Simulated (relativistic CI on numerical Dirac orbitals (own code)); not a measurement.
Slater and spin-orbit integrals, W³⁷⁺

Computed by Dirac-Coulomb-Breit CI, orbitals from a KLI potential per configuration, a model potential for QED, unscaled Slater integrals (own radial code, finite nucleus).

Slater integrals F^k, G^k are unscaled and averaged over j, outside the closed core [Ar] 3d10; ζ comes from projecting the Hamiltonian with its Breit term on Σ l·s of the shell.

- 4s2 4p6 4d: ζ(4d) = 61466 cm⁻¹; <r>(4d) = 0.4179, <r^2>(4d) = 0.1996 (bohr units).
- 4s2 4p6 4f: ζ(4f) = 10628 cm⁻¹; <r>(4f) = 0.3905, <r^2>(4f) = 0.1724 (bohr units).
- 4s2 4p5 4d2: ζ(4p) = 488160, F^2(4d,4d) = 239880, F^4(4d,4d) = 163530, F^2(4p,4d) = 240470, G^1(4p,4d) = 297760, G^3(4p,4d) = 191050, ζ(4d) = 61218 cm⁻¹; <r>(4p) = 0.4178, <r^2>(4p) = 0.1976, <r>(4d) = 0.418, <r^2>(4d) = 0.1997 (bohr units).

Give the Racah parameters of the d shell in 4s2 4p5 4d2.

B = F²/49 − 5F⁴/441 = 3042 cm⁻¹ and C = 35F⁴/441 = 12978 cm⁻¹.

Averages of the first 10 configurations, taken without configuration mixing, which lowers the lowest level and can move excited configurations by several eV; other configurations of the list can lie among them:

```
Configuration  Parity  States  Average energy above the lowest level (eV)
   4s2 4p6 4d    even      10                                        13.6
   4s2 4p6 4f     odd      14                                       216.5
  4s2 4p5 4d2     odd     270                                       215.7
   4s 4p6 4d2    even      90                                       388.7
4s2 4p5 4d 4f    even     840                                       416.2
 4s 4p6 4d 4f     odd     280                                       589.4
   4s2 4p6 5s    even       2                                       504.2
   4s2 4p6 5p     odd       6                                       577.4
   4s2 4p6 5d    even      10                                       671.3
      4p6 4d3    even     120                                       768.3
```
